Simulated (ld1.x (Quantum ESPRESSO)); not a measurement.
**Pseudopotential generation for nitrogen: PAW, PBEsol, scalar-relativistic.**

ld1.x (Quantum ESPRESSO) 7.5 was run on this input:

```
&input
   title='N', zed=7., rel=1, dft='PBESOL', iswitch=3,
   config='[He] 2s2 2p2.5 3d-2',
   nld=3, rlderiv=1.60, eminld=-4.0, emaxld=5.0, deld=0.02
 /
 &inputp
   pseudotype=3, lpaw=.true., tm=.true., lloc=-1, rcloc=1.40,
   nlcc=.true., new_core_ps=.true.,
   which_augfun='PSQ', rmatch_augfun=0.85,
   file_pseudopw='N.UPF', file_wfcaegen='ae.wfc', file_wfcncgen='nc.wfc', file_beta='beta', file_chi='chi', file_wfcusgen='us.wfc'
 /
6
2S  1  0   2.00   0.00  0.95  1.15  0.0
2S  1  0   0.00   2.75  0.95  1.15  0.0
2P  2  1   2.50   0.00  1.10  1.45  0.0
2P  2  1   0.00   3.80  1.10  1.45  0.0
3D  3  2  -2.00   0.20  0.95  1.35  0.0
3D  3  2  -2.00   2.75  0.95  1.35  0.0
 &test
   configts(1)='2s2 2p2.5'
 /
```

Command:

```bash
ld1.x < N.in > N.out
```

The program printed (shortened: banner, matrices, multipoles, cross overlaps and the repeated all-electron block are left out):

```
Program LD1 v.7.5
     --------------------------- All-electron run ----------------------------

     N
     scalar relativistic calculation

     atomic number is  7.00
     dft =PBESOL   lsd =0 sic =0 latt =0  beta=0.20 tr2=1.0E-14
     Exchange-correlation= PBESOL
                           (   1   4  10   8   0   0   0)
     mesh =1085 r(mesh) =  99.89202 a.u. xmin = -7.00 dx = 0.01250
     1 Ry =  13.60569312 eV, c = 137.03599908

     n l     nl                  e(Ry)          e(Ha)          e(eV)
     1 0     1S 1( 2.00)       -28.7275       -14.3637      -390.8575
     2 0     2S 1( 2.00)        -1.8360        -0.9180       -24.9804
     2 1     2P 1( 2.50)        -0.9830        -0.4915       -13.3739

     final scf error:  8.0E-15 reached in  23 iterations

     Etot =    -108.111540 Ry,     -54.055770 Ha,   -1470.932442 eV

     Ekin =     107.863422 Ry,      53.931711 Ha,    1467.556623 eV
     Encl =    -251.821992 Ry,    -125.910996 Ha,   -3426.212747 eV
     Eh   =      48.183078 Ry,      24.091539 Ha,     655.564176 eV
     Exc  =     -12.336049 Ry,      -6.168024 Ha,    -167.840495 eV

     normalization and overlap integrals

     s(1S/1S) =  1.000000  <r> =   0.2302  <r2> =    0.0717  r(max) =   0.1483
     s(2S/2S) =  1.000000  <r> =   1.2860  <r2> =    1.9923  r(max) =   1.0041
     s(2P/2P) =  1.000000  <r> =   1.3672  <r2> =    2.4077  r(max) =   0.9433

     ------------------------ End of All-electron run ------------------------

     --------------------- Generating PAW atomic setup --------------------

      Generating local potential from pseudized AE potential:
      Matching radius rcloc =   1.4000

      Local pseudo, rcloc= 1.390 Estimated cut-off energy=    12.32 Ry

      Computing core charge for nlcc:

       r > 0.42 : true rho core
      Core charge pseudized with two Bessel functions
      Integrated core pseudo-charge :   1.25
      Wfc-us  2S rcutus= 1.138  Estimated cut-off energy=    35.28 Ry
      Wfc-us  2S rcutus= 1.138  Estimated cut-off energy=    49.11 Ry
      Wfc-us  2P rcutus= 1.461  Estimated cut-off energy=    36.45 Ry
      Wfc-us  2P rcutus= 1.461  Estimated cut-off energy=    74.31 Ry
      Wfc-us  3D rcutus= 1.355  Estimated cut-off energy=    55.88 Ry
      Wfc-us  3D rcutus= 1.355  Estimated cut-off energy=    58.64 Ry

     Required augmentation: PSQ   radius:    0.850000

     Q pseudized with Bessel functions
     Expected ecutrho=     731.7707 due to l1=  2   l2=  2

     Estimated PAW energy =  -26.797811 Ryd

     ------------------- End of pseudopotential generation -------------------

     Computing logarithmic derivative in   1.60458
     Computing logarithmic derivative in   1.60458
     Computing the partial wave expansion
     R is outside the sphere for l=    0 j= 0.00
     R is outside the sphere for l=    0 j= 0.00
     R is outside the sphere for l=    1 j= 0.00
     R is outside the sphere for l=    1 j= 0.00
     R is outside the sphere for l=    2 j= 0.00
     R is outside the sphere for l=    2 j= 0.00

     ---------------------- Testing the pseudopotential ----------------------

     N
     scalar relativistic calculation

     atomic number is  7.00   valence charge is  5.00
     dft = SLA  PW   PSX  PSC   lsd =0 sic =0 latt =0  beta=0.20 tr2=1.0E-14
     mesh =1085 r(mesh) =  99.89202 xmin = -7.00 dx = 0.01250

     n l     nl             e AE (Ry)        e PS (Ry)    De AE-PS (Ry)
     1 0     2S   1( 2.00)       -1.83603       -1.83603        0.00001
     2 1     2P   1( 2.50)       -0.98296       -0.98297        0.00001

     eps = 7.8E-15  iter =  3

     Etot =    -108.111540 Ry,     -54.055770 Ha,   -1470.932442 eV
     Etotps =   -26.797835 Ry,     -13.398917 Ha,    -364.603113 eV

     Ekin =      20.032594 Ry,      10.016297 Ha,     272.557320 eV
     Encl =     -48.463436 Ry,     -24.231718 Ha,    -659.378634 eV
     Ehrt =      13.969052 Ry,       6.984526 Ha,     190.058641 eV
     Ecxc =     -12.336045 Ry,      -6.168022 Ha,    -167.840440 eV
     (Ecc =      -3.311099 Ry,      -1.655549 Ha,     -45.049791 eV)

     ---------------------- End of pseudopotential test ----------------------
```

Generation and configuration tests took about 4 s on one core of a shared server CPU.

Transferability test of the new file with ld1.x, input:

```
&input
   title='N', zed=7., rel=1, dft='PBESOL', iswitch=2,
   config='[He] 2s2 2p2.5 3d-2'
 /
 &test
   file_pseudo='N.UPF', nconf=8,
   configts(1)='2s2 2p2.5',
   configts(2)='2s2 2p3',
   configts(3)='2s2 2p2',
   configts(4)='2s2 2p1',
   configts(5)='2s2 2p0',
   configts(6)='2s1 2p4',
   configts(7)='2s1 2p0',
   configts(8)='2s2 2p3.3'
 /
```

```bash
ld1.x < N.test.in > N.test.out
```

Pseudopotential blocks of its output, shortened (energy terms left out):

```
     ---------------------- Testing the pseudopotential ----------------------

     n l     nl             e AE (Ry)        e PS (Ry)    De AE-PS (Ry)
     1 0     2S   1( 2.00)       -1.83603       -1.83603        0.00001
     2 1     2P   1( 2.50)       -0.98296       -0.98297        0.00001

     eps = 7.8E-15  iter =  3

     Etot =    -108.111540 Ry,     -54.055770 Ha,   -1470.932443 eV
     Etotps =   -26.797835 Ry,     -13.398917 Ha,    -364.603113 eV

     ---------------------- End of pseudopotential test ----------------------

          ---------------------- Testing the pseudopotential ----------------------

     n l     nl             e AE (Ry)        e PS (Ry)    De AE-PS (Ry)
     1 0     2S   1( 2.00)       -1.35647       -1.35651        0.00004
     2 1     2P   1( 3.00)       -0.51714       -0.51718        0.00004

     eps = 5.8E-15  iter =  9

     Etot =    -108.483644 Ry,     -54.241822 Ha,   -1475.995173 eV
     Etotps =   -27.169963 Ry,     -13.584982 Ha,    -369.666184 eV
     dEtot_ae =      -0.372104 Ry
     dEtot_ps =      -0.372129 Ry,   Delta E=       0.000025 Ry

     ---------------------- End of pseudopotential test ----------------------

          ---------------------- Testing the pseudopotential ----------------------

     n l     nl             e AE (Ry)        e PS (Ry)    De AE-PS (Ry)
     1 0     2S   1( 2.00)       -2.37440       -2.37439       -0.00001
     2 1     2P   1( 2.00)       -1.51394       -1.51393       -0.00001

     eps = 8.9E-15  iter =  8

     Etot =    -107.489880 Ry,     -53.744940 Ha,   -1462.474316 eV
     Etotps =   -26.176156 Ry,     -13.088078 Ha,    -356.144750 eV
     dEtot_ae =       0.621661 Ry
     dEtot_ps =       0.621678 Ry,   Delta E=      -0.000017 Ry

     ---------------------- End of pseudopotential test ----------------------

          ---------------------- Testing the pseudopotential ----------------------

     n l     nl             e AE (Ry)        e PS (Ry)    De AE-PS (Ry)
     1 0     2S   1( 2.00)       -3.59861       -3.59876        0.00015
     2 1     2P   1( 1.00)       -2.74620       -2.74626        0.00006

     eps = 6.4E-16  iter =  7

     Etot =    -105.377725 Ry,     -52.688863 Ha,   -1433.736989 eV
     Etotps =   -24.063932 Ry,     -12.031966 Ha,    -327.406480 eV
     dEtot_ae =       2.733815 Ry
     dEtot_ps =       2.733902 Ry,   Delta E=      -0.000087 Ry

     ---------------------- End of pseudopotential test ----------------------

          ---------------------- Testing the pseudopotential ----------------------

     n l     nl             e AE (Ry)        e PS (Ry)    De AE-PS (Ry)
     1 0     2S   1( 2.00)       -4.98722       -4.98776        0.00054
     2 1     2P   1( 0.00)       -4.17580       -4.17566       -0.00015

     eps = 3.4E-15  iter =  9

     Etot =    -101.931767 Ry,     -50.965884 Ha,   -1386.852344 eV
     Etotps =   -20.617851 Ry,     -10.308926 Ha,    -280.520154 eV
     dEtot_ae =       6.179773 Ry
     dEtot_ps =       6.179983 Ry,   Delta E=      -0.000210 Ry

     ---------------------- End of pseudopotential test ----------------------

          ---------------------- Testing the pseudopotential ----------------------

     n l     nl             e AE (Ry)        e PS (Ry)    De AE-PS (Ry)
     1 0     2S   1( 1.00)       -1.38978       -1.38987        0.00009
     2 1     2P   1( 4.00)       -0.54835       -0.54838        0.00003

     eps = 2.1E-15  iter =  9

     Etot =    -107.643238 Ry,     -53.821619 Ha,   -1464.560865 eV
     Etotps =   -26.329520 Ry,     -13.164760 Ha,    -358.231366 eV
     dEtot_ae =       0.468302 Ry
     dEtot_ps =       0.468315 Ry,   Delta E=      -0.000012 Ry

     ---------------------- End of pseudopotential test ----------------------

          ---------------------- Testing the pseudopotential ----------------------

     n l     nl             e AE (Ry)        e PS (Ry)    De AE-PS (Ry)
     1 0     2S   1( 1.00)       -6.41075       -6.41363        0.00289
     2 1     2P   1( 0.00)       -5.66962       -5.67030        0.00068

     eps = 1.4E-15  iter =  9

     Etot =     -96.234359 Ry,     -48.117179 Ha,   -1309.335152 eV
     Etotps =   -14.918862 Ry,      -7.459431 Ha,    -202.981454 eV
     dEtot_ae =      11.877182 Ry
     dEtot_ps =      11.878973 Ry,   Delta E=      -0.001791 Ry

     ---------------------- End of pseudopotential test ----------------------

          ---------------------- Testing the pseudopotential ----------------------

     n l     nl             e AE (Ry)        e PS (Ry)    De AE-PS (Ry)
     1 0     2S   1( 2.00)       -1.10263       -1.10269        0.00006
     2 1     2P   1( 3.30)       -0.27380       -0.27385        0.00005

     eps = 9.3E-15  iter =  9

     Etot =    -108.601532 Ry,     -54.300766 Ha,   -1477.599118 eV
     Etotps =   -27.287870 Ry,     -13.643935 Ha,    -371.270389 eV
     dEtot_ae =      -0.489992 Ry
     dEtot_ps =      -0.490036 Ry,   Delta E=       0.000044 Ry

     ---------------------- End of pseudopotential test ----------------------
```
